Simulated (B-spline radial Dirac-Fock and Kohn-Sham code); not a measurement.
# Dipole and non-dipole photoemission parameters of Tc²⁺ 4d3/2

System: technetium as Tc²⁺ in the configuration [Kr] 4d5; threshold 27.36 eV (orbital energy of the model). These are calculated numbers from a radial B-spline solver; the model is Dirac-Hartree-Slater photoionisation with a Latter tail; cross sections with all multipoles, angular parameters from the dipole term and its interference with E2.

Input file task.json (cfg lists n, l and occupation; rrms is the nuclear radius in fm):

```json
{"items": [{
  "Z": 43,
  "q": 2,
  "cfg": [[1, 0, 2], [2, 0, 2], [2, 1, 6], [3, 0, 2], [3, 1, 6], [3, 2, 10], [4, 0, 2], [4, 1, 6], [4, 2, 5]],
  "A": 97,
  "rrms": 4.4112,
  "do": "xps",
  "hv": [51.4, 60, 62.1, 73.9, 80, 81.8, 125.0, 173.0, 174.0, 177.0, 180.0, 218.0, 296.0, 300, 327.0, 346.0, 400, 1060.0, 1210.0, 1390.0, 1486.9, 1830.0, 3220.0, 4960.0, 5414.7, 5710.0, 12000, 13300.0, 15000]
}]}
```

Command: `python xray2_run.py task.json out`

For linearly polarised light dσ/dΩ = σ/(4π) [1 + β P₂(cos θ) + (δ + γ cos²θ) sin θ cos φ], with θ from the polarisation vector and φ the angle between the beam and the projection of the electron momentum on the plane normal to the polarisation.

```csv
hν (eV),σ (kb),β,γ,δ
51.4,2070,1.173,-0.014,0.004
60,858,1.519,-0.024,0.006
62.1,693,1.603,-0.027,0.006
73.9,211,1.972,-0.017,0.007
80,116,1.916,0.018,0.004
81.8,99.2,1.825,0.035,0.002
125,87.9,-0.427,0.124,-0.030
173,123,0.383,0.028,-0.015
174,123,0.393,0.026,-0.015
177,123,0.421,0.024,-0.014
180,123,0.448,0.021,-0.013
218,116,0.704,-0.005,-0.007
296,87.0,0.987,-0.022,0.002
300,85.5,0.996,-0.022,0.003
327,76.0,1.054,-0.022,0.005
346,69.9,1.087,-0.020,0.007
400,55.3,1.160,-0.011,0.011
1060,6.30,1.304,0.241,0.041
1210,4.42,1.288,0.300,0.047
1390,?,?,?,?
1486.9,2.48,1.252,0.400,0.057
1830,1.34,1.203,0.513,0.070
3220,0.221,1.019,0.844,0.124
4960,0.0489,0.854,1.090,0.193
5414.7,0.0356,0.820,1.138,0.211
5710,0.0293,0.799,1.166,0.222
12000,0.00169,0.525,1.488,0.442
13300,0.00112,0.489,1.518,0.482
15000,0.000684,0.448,1.548,0.534
```

Problem. Give the values at 1390 eV.

Solution. σ = 3.00 kb, β = 1.266, γ = 0.366, δ = 0.053.
